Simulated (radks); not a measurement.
Task: Er IV, 65 electrons, occupied as [Xe] 4f11 (the NIST ground configuration). Calculated with a radial shooting solver on a logarithmic mesh with Libxc functionals: Dirac Kohn-Sham, LDA (Slater exchange, Perdew-Wang correlation), spin-unpolarised, spherical densities, finite nucleus; open shells are shared between the two j in proportion to 2j + 1; Fermi nuclear charge, rms radius 5.2516 fm. Some entries of the table are withheld. Estimate them.

orbital     occ.  eigenvalue (eV)  <1/r> (bohr^-1)  r(max) (bohr)
1s1/2          2        -57275.38            77.48        0.01287
2s1/2          2        -9646.031            18.63        0.07348
2p1/2          2        -9193.825            18.62        0.05513
2p3/2          4        -8278.075            16.15        0.06136
3s1/2          2        -2187.153            6.817         0.2076
3p1/2          2        -1987.958            6.738         0.1951
3p3/2          4        -1795.714            6.105         0.2081
3d3/2          4        -1453.227              (1)         0.1642
3d5/2          6        -1411.175              (2)         0.1678
4s1/2          2        -457.7724            2.859            (3)
4p1/2          2        -378.1111            2.752         0.4762
4p3/2          4        -334.5334            2.531         0.5041
4d3/2          4        -202.9940            2.312         0.5063
4d5/2          6        -195.0520            2.258         0.5154
5s1/2          2         -82.1293            1.089          1.103
5p1/2          2         -59.8377           0.9667          1.196
5p3/2          4         -53.8957           0.8919          1.278
4f5/2    4.71429         -36.3911            1.722         0.5021
4f7/2    6.28571         -35.2298            1.697         0.5073

Result: 
(1) 3d3/2 <1/r> (bohr^-1): 5.993
(2) 3d5/2 <1/r> (bohr^-1): 5.839
(3) 4s1/2 r(max) (bohr): 0.4743
